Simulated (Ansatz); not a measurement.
Saddle point of SnSiH₇F, singlet (SnSiH₆ ([SiH3][SnH3]) + HF → SnH₃F ([F][SnH3]) + SiH₄; bonds formed: Sn1–F7, Si2–H6; bonds broken: Sn1–Si2, H6–F7), PBE0-D4/def2-TZVP structure:

```
atom    x (Å)    y (Å)    z (Å)
 Sn1  -0.6414   0.9898  -0.8594
 Si2   0.3688  -1.0593   1.0027
  H3  -0.8244   0.8745  -2.5423
  H4  -0.4115   2.5391  -0.2116
  H5  -1.9792   0.2109  -0.1066
  H6   1.1215  -0.0491  -0.2855
  F7   1.5149   0.6721  -1.1638
  H8  -0.2919  -0.3735   2.1466
  H9   1.6545  -1.6414   1.4838
 H10  -0.5115  -2.1628   0.5360
```

Energies are electronic, without zero-point energy. Barriers and step energies count from the start structure reached by relaxing down the imaginary mode; all methods use the PBE0-D4 structures, on which another method's saddle can fall below an end. Program: Ansatz 0.2.0. Basis: def2-TZVPP, with def2-QZVPP for the basis limit. Cores are frozen in the correlated methods. Filled d shells of the heavier atoms are correlated. Core potentials replace the inner electrons of the atoms past krypton. The def2 sets are not built for correlating such inner shells, so the correlated values are less sure here. B3LYP uses VWN-RPA correlation. Extrapolation: Hartree–Fock as exp(−7.88 √X), correlation as X^−2.97.

| method | barrier (kJ/mol) | step energy (kJ/mol) |
| --- | --- | --- |
| SPW92 | ? | 5.8 |
| PBE-D4 | 127.4 | -10.7 |
| BLYP-D4 | 133.6 | -30.4 |
| r2SCAN-D4 | 136.9 | -23.1 |
| B97M-V | 143.1 | -34.8 |
| PBE0-D4 | 151.2 | -9.4 |
| B3LYP-D4 | 151.9 | -27.5 |
| r2SCAN0-D4 | 156.7 | -17.6 |
| BHLYP-D4 | ? | -29.6 |
| CAM-B3LYP-D4 | 156.1 | -32.5 |
| wB97X-V | 158.0 | -30.0 |
| wB97M-V | ? | -25.1 |
| B2PLYP | 159.7 | -28.9 |
| PBE-QIDH | 167.1 | -13.4 |
| RPA on PBE | 162.8 | -28.1 |
| HF | 218.5 | -50.1 |
| MP2 | 170.4 | -17.4 |
| CCSD | 181.8 | -21.7 |
| CCSD(T) | 170.2 | -19.2 |

Problem. Fill in the withheld barriers. (To be estimated.)

Solution. By the calculation: wB97M-V 156.5; BHLYP-D4 175.1; SPW92 109.8 kJ/mol. Each is the energy of the saddle less that of the start structure, by the same method.

For comparison, the barrier by CCSD(T) at an estimated basis limit (MP2 extrapolated from triple and quadruple zeta, plus CCSD(T) − MP2 in triple zeta) is 161.8 kJ/mol.

No T1 diagnostic of these runs exceeds 0.016.

Steps of this kind, hydrogen fluoride cutting a network bond, underlie vapour etching and the fluorination step of atomic layer etching.

Labels in which every atom is bracketed show which atoms are joined, not bond orders.

For scale, one of the runs: CCSD(T)/def2-TZVPP, 221 basis functions, launched by `ansatz run in.yaml --threads 4 --pin off --events-out ev --progress --plain --max-ram 9574MiB`. Time: 2 min of wall clock on 4 CPU threads of an Arm Neoverse V1; the host was shared. Peak host memory: 3.7 GiB.
